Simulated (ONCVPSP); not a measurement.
## aluminium (Al): one change to an ONCV potential, before and after

```
Element                 : Al (Z = 13)
Generator               : ONCVPSP 4.0.1
Type                    : optimised norm-conserving Vanderbilt (ONCV)
Functional              : PBE
Relativity              : non-relativistic
Frozen core             : [He]
Valence charge          : 11
Reference configuration : 2s2 2p6 3s2 3p1
Partial waves           : 2s+3s: rc 1.10 bohr, ncon 3, nbas 7, qcut 8.6 1/bohr, 2 projectors; 2p+3p: rc 1.10 bohr, ncon 4, nbas 7, qcut 14.9 1/bohr, 2 projectors; d scattering state at 0.09 Ha: rc 1.15 bohr, ncon 4, nbas 7, qcut 8.5 1/bohr, 3 projectors, debl 2.2 Ha
Local potential         : polynomial inside 0.90 bohr (lpopt 3, dvloc0 0 Ha)
Core correction         : polynomial model core, fcfact 0.2
```

Change: s: qcut 5.5.

Cutoffs: the cutoffs (Ha) at which the residual kinetic energy of the hardest occupied pseudo-wave falls to 1 and 0.1 mHa per electron; they do not see the model core or the augmentation charge, which bear on the density cutoff. Errors are all-electron minus pseudo energies relative to the spin-unpolarised reference configuration.

Task: How do hardness, ghosts and transferability respond?

Result: The potential gets harder (76 Ha and 87 Ha → 98 Ha and 158 Ha); of the 3 tests that both files solve, the error grows in 0 and shrinks in 1 by more than 15 % and 0.3 meV (median size 0.3 → 0.2 meV); neither file shows a bound ghost.

```tsv
quantity	base	changed
cutoff, loose	76 Ha	98 Ha
cutoff, tight	87 Ha	158 Ha
loose cutoff by channel	s 26 Ha, p 76 Ha	s 98 Ha, p 76 Ha
bound ghosts	none	none
GHOST(+) flags under 300 eV	d at 103.4 eV	d at 103.4 eV
tests with a reliable result	3 of 4	3 of 4
error for 2s2 2p6 3s2 3p0, meV [ΔE 5.77 eV]	+0.3	+0.3
error for 2s2 2p6 3s1 3p0, meV [ΔE 24.96 eV]	-0.2	+0.2
error for 2s2 2p6 3s1 3p1, meV [ΔE 11.54 eV]	-0.5	0.0
s: phases at 1.12 bohr within 0.05 rad from the reference energy up to (Ha; the scan ends near 5)	to the end of the scan	to the end of the scan
p: phases at 1.12 bohr within 0.05 rad from the reference energy up to (Ha; the scan ends near 5)	to the end of the scan	to the end of the scan
d: phases at 1.17 bohr within 0.05 rad from the reference energy up to (Ha; the scan ends near 5)	to the end of the scan	to the end of the scan
rms error of d²Exc/dni dnj with the model core, mHa	1.56	1.82
```
